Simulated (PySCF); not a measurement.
# C3H10N3Si2: g tensor and hyperfine couplings

Species: C3H10N3Si2 (doublet state).
Structure used (GFN2-xTB), in Å, numbered top down from 1:
```xyz
18
C3H10N3Si2 angstrom
N      4.3080   -0.3687   -0.0588
C      3.2731    0.2150    0.6552
C      2.0143    0.3221    0.1594
C      0.9033    0.4836   -0.3464
Si    -0.8416    0.4326   -0.9310
N     -1.7706    1.8517   -0.5563
Si    -1.9708   -1.3733   -0.0553
N     -3.2407   -0.7633    0.9483
H      4.1452   -0.4462   -1.0519
H      5.2404   -0.0751    0.1890
H      3.4916    0.4901    1.6754
H     -0.7547    0.4825   -2.4024
H     -1.4521    2.7381   -0.9160
H     -2.0737    1.9731    0.3971
H     -1.2000   -2.2202    0.8627
H     -2.4449   -2.2860   -1.1191
H     -3.8263   -0.0310    0.5789
H     -3.8091   -1.4186    1.4612
```

The hyperfine couplings belong to this conformer and change with its torsions.

Identity: `N[CH]C#C[Si@H](N)[SiH2]N` [radical].

Level of theory: PySCF, UKS B3LYP, pcH-1 on C H N Si, non-relativistic, mean-field spin-orbit, GIAO. The structure is a single GFN2-xTB conformer in the gas phase; no vibrational or solvent corrections. Couplings are sensitive to structure, and on GFN2-xTB geometries they can be far from those on DFT ones. Stability of the SCF solution: not tested.

| Quantity | Value |
| --- | --- |
| g1, g2, g3 | 2.00207, 2.00271, 2.00319 |
| g_iso | 2.00266 |
| Form of g | rhombic: the two nearest values differ by 42 % of g3 − g1 |
| ⟨S²⟩ | 0.7634 (exact 0.7500) |
| α and β electrons | 39, 38 |
| HOMO–LUMO gap, α and β orbitals | 3.90, 4.91 eV |

Isotropic coupling and dipolar principal values T1 to T3, in G (MHz turned into gauss with g_iso; 10 G = 1 mT):

| atom | isotope | a_iso | of which spin–orbit | T1 | T2 | T3 | Mulliken spin population |
| --- | --- | --- | --- | --- | --- | --- | --- |
| N1 | 14N | 7.1 | 0.0 | -3.8 | -3.7 | 7.4 | 0.16 |
| C2 | 13C | 16.0 | 0.0 | -17.8 | -17.6 | 35.4 | 0.57 |
| C3 | 13C | -17.7 | 0.0 | -5.8 | -0.6 | 6.4 | -0.20 |
| C4 | 13C | 15.3 | 0.0 | -12.7 | -9.9 | 22.5 | 0.46 |
| Si5 | 29Si | 6.6 | 0.0 | -0.8 | 0.2 | 0.6 | 0.00 |
| N6 | 14N | 1.2 | 0.0 | -0.2 | -0.1 | 0.3 | 0.00 |
| Si7 | 29Si | -12.6 | 0.0 | -1.8 | 0.8 | 1.0 | 0.02 |
| N8 | 14N | 0.9 | 0.0 | -0.1 | 0.0 | 0.1 | 0.00 |
| H9 | 1H | -0.8 | 0.0 | -3.9 | -1.7 | 5.6 | 0.00 |
| H10 | 1H | 4.7 | 0.0 | -4.2 | -1.8 | 5.9 | 0.00 |
| H11 | 1H | -14.7 | 0.0 | -8.2 | -0.5 | 8.6 | -0.03 |
| H12 | 1H | 1.8 | 0.0 | -0.7 | -0.5 | 1.2 | 0.00 |
| H13 | 1H | -0.1 | 0.0 | -0.5 | -0.3 | 0.8 | 0.00 |
| H14 | 1H | -0.2 | 0.0 | -0.4 | -0.3 | 0.7 | 0.00 |
| H15 | 1H | -0.2 | 0.0 | -0.4 | -0.2 | 0.6 | 0.00 |
| H16 | 1H | 2.3 | 0.0 | -0.2 | -0.2 | 0.4 | 0.00 |
| H17 | 1H | 0.0 | 0.0 | -0.2 | -0.2 | 0.4 | 0.00 |
| H18 | 1H | 1.2 | 0.0 | -0.2 | -0.1 | 0.3 | 0.00 |

The largest Mulliken spin populations are on C2 (+0.57), C4 (+0.46), C3 (-0.20) and N1 (+0.16). Three atoms exceed +0.15. The positive populations add up to 1.23 and the negative ones to -0.23, together 2S = 1. The angles at C2 add up to 359.7°, so it is planar; its axial dipolar tensor and the negative coupling of its proton fit spin in a p orbital normal to that plane.

The SMILES `N[CH]C#C[Si@H](N)[SiH2]N` draws the unpaired electron on C2, whose computed spin population is only +0.57.

Axes: g2 points within 6° of the N1–C2 bond.

Under fast tumbling the dipolar parts average out, and these isotropic splittings remain (the largest six): 1 × 1H (H11, I = 1/2, 2 lines) with 1.47 mT, 1 × 14N (N1, I = 1, 3 lines) with 0.71 mT, 1 × 1H (H16, I = 1/2, 2 lines) with 0.23 mT, 2 × 1H (H9/H10, I = 1/2, 3 lines) with 0.19 mT, 1 × 1H (H12, I = 1/2, 2 lines) with 0.18 mT and 1 × 14N (N6, I = 1, 3 lines) with 0.12 mT.

Class means assume fast exchange of nuclei equivalent by connectivity; if that motion is slow, each nucleus keeps its own coupling. The 1H value of +5.5 MHz is a mean of couplings from -2.3 to 13.2 MHz in this one geometry, not an average over conformers.

The 29Si coupling of Si7 (-35.3 MHz) shows only in satellite lines or after enrichment, since that isotope makes up about 4.7 % of natural silicon.

The 13C coupling of C3 (-49.5 MHz) shows only in satellite lines or after enrichment, since that isotope makes up about 1.07 % of natural carbon.

Examples of negative spin density at the nucleus (bohr⁻³): C3 (-0.0440), Si5 (-0.0208) and H11 (-0.0092).

The run took 2.4 min of wall time (with the writing of density and orbital grids) on Arm Neoverse V1, one thread, on a shared host, and the process peaked at 1.1 GiB of memory.
